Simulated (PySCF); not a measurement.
Si(OH)3(NH2) (H5NO3Si), SMILES N[Si](O)(O)O. Atoms are numbered in the order given.

```xyz
10

N      1.4865    -0.7311    -0.4706
Si     0.0007     0.0069    -0.0070
O      0.0272     1.5059     0.7449
O     -0.8010     0.2002    -1.4587
O     -0.7502    -0.9683     1.1326
H      1.9068    -0.4450    -1.3574
H      2.2040    -0.9166     0.2325
H     -0.2181     1.4495     1.6849
H     -1.4263     0.9449    -1.4272
H     -0.6895    -1.9136     0.9096
```
Charge 0, spin multiplicity 1.

Coordinates come from a PBE-D3(BJ)/def2-SVP optimisation. The values are those of a single conformer.

All values below come from PBE-D3(BJ)/def2-SVP (PySCF).

Frequencies are harmonic and unscaled.

```tsv
mode	ν (cm⁻¹)	IR (km/mol)	moving atoms (share of kinetic energy)
1	131	62.8	O 49 %, H 42 %, N 9 %
2	214	14.7	H 75 %, O 19 %
3	232	31.9	H 54 %, O 38 %, N 8 %
4	253	50.2	H 73 %, O 21 %
5	289	17.3	H 44 %, O 28 %, Si 16 %, N 12 %
6	324	14.2	O 43 %, H 30 %, Si 18 %, N 9 %
7	343	50.3	O 47 %, H 22 %, Si 22 %, N 9 %
8	359	75.2	H 64 %, O 27 %
9	394	89.2	H 73 %, O 18 %
10	413	186.1	H 61 %, N 27 %, O 9 %
11	723	3.7	O 72 %, N 22 %
12	778	16.2	H 72 %, O 14 %, N 13 %
13	810	106.5	H 68 %, O 26 %
14	818	204.0	H 56 %, O 36 %
15	837	145.4	H 75 %, O 13 %, N 10 %
16	886	118.1	Si 41 %, O 28 %, H 20 %, N 11 %
17	959	178.4	Si 44 %, H 31 %, O 17 %
18	972	258.9	Si 48 %, O 27 %, H 21 %
19	1486	57.3	H 89 %, N 11 %
20	3505	22.9	H 96 %
21	3603	26.6	H 91 %, N 9 %
22	3763	64.9	H 94 %
23	3765	67.5	H 94 %
24	3771	65.4	H 94 %
```
